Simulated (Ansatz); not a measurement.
`CBC(F)S`, relaxed with RKS PBE-D4/def2-SVP in Ansatz 0.2.0 from a rough embedded geometry. The force threshold is 0.03 eV/Å; the program also tests the step.

Total charge 0; spin multiplicity 1.

Start:

```xyz
11

C     1.041   -0.789    0.777
B     0.615    0.111   -0.376
C    -0.894    0.218   -0.778
F    -1.429   -1.024   -1.194
S    -1.884    0.934    0.550
H     2.165   -0.817    0.920
H     0.575   -0.507    1.733
H     0.747   -1.896    0.550
H     1.388    0.694   -0.978
H    -1.027    0.886   -1.686
H    -1.297    2.188    0.480
```

```json
{"step": "1", "energy (eV)": "-16380.4399", "largest force (eV/Å)": "2.634", "largest move (Å)": "0.000"}
{"step": "2", "energy (eV)": "-16380.7685", "largest force (eV/Å)": "1.130", "largest move (Å)": "0.166"}
{"step": "3", "energy (eV)": "-16380.9008", "largest force (eV/Å)": "1.171", "largest move (Å)": "0.194"}
{"step": "4", "energy (eV)": "-16380.9942", "largest force (eV/Å)": "0.997", "largest move (Å)": "0.194"}
{"step": "5", "energy (eV)": "-16381.1132", "largest force (eV/Å)": "0.690", "largest move (Å)": "0.178"}
{"step": "6", "energy (eV)": "-16381.1759", "largest force (eV/Å)": "0.362", "largest move (Å)": "0.193"}
{"step": "7", "energy (eV)": "-16381.2168", "largest force (eV/Å)": "0.349", "largest move (Å)": "0.101"}
{"step": "8", "energy (eV)": "-16381.2301", "largest force (eV/Å)": "0.153", "largest move (Å)": "0.078"}
{"step": "9", "energy (eV)": "-16381.2339", "largest force (eV/Å)": "0.060", "largest move (Å)": "0.036"}
{"step": "10", "energy (eV)": "-16381.2358", "largest force (eV/Å)": "0.140", "largest move (Å)": "0.087"}
{"step": "11 (rejected)", "energy (eV)": "-16381.2201", "largest force (eV/Å)": "0.733", "largest move (Å)": "0.195"}
{"step": "12", "energy (eV)": "-16381.2487", "largest force (eV/Å)": "0.085", "largest move (Å)": "0.098"}
{"step": "13", "energy (eV)": "-16381.2602", "largest force (eV/Å)": "0.214", "largest move (Å)": "0.099"}
{"step": "14", "energy (eV)": "-16381.2694", "largest force (eV/Å)": "0.471", "largest move (Å)": "0.143"}
{"step": "15", "energy (eV)": "-16381.3028", "largest force (eV/Å)": "0.121", "largest move (Å)": "0.200"}
{"step": "16 (rejected)", "energy (eV)": "-16381.2081", "largest force (eV/Å)": "0.547", "largest move (Å)": "0.200"}
{"step": "17", "energy (eV)": "-16381.3101", "largest force (eV/Å)": "0.072", "largest move (Å)": "0.100"}
{"step": "18", "energy (eV)": "-16381.3115", "largest force (eV/Å)": "0.178", "largest move (Å)": "0.097"}
{"step": "19", "energy (eV)": "-16381.3139", "largest force (eV/Å)": "0.053", "largest move (Å)": "0.018"}
{"step": "20", "energy (eV)": "-16381.3141", "largest force (eV/Å)": "0.011", "largest move (Å)": "0.011"}
```

End:

```xyz
11

C     1.029   -0.922    0.734
B     0.462    0.180   -0.252
C    -0.991    0.076   -0.816
F    -1.760   -1.020   -0.585
S    -1.122    1.312    0.669
H     1.735   -0.507    1.481
H     0.249   -1.505    1.263
H     1.608   -1.650    0.122
H     1.192    0.988   -0.803
H    -1.343    0.605   -1.724
H    -1.059    2.443   -0.089
```

It took 21 s on 4 threads of an Arm Neoverse V2 on a shared host, with 0.16 GiB of host memory at the peak.
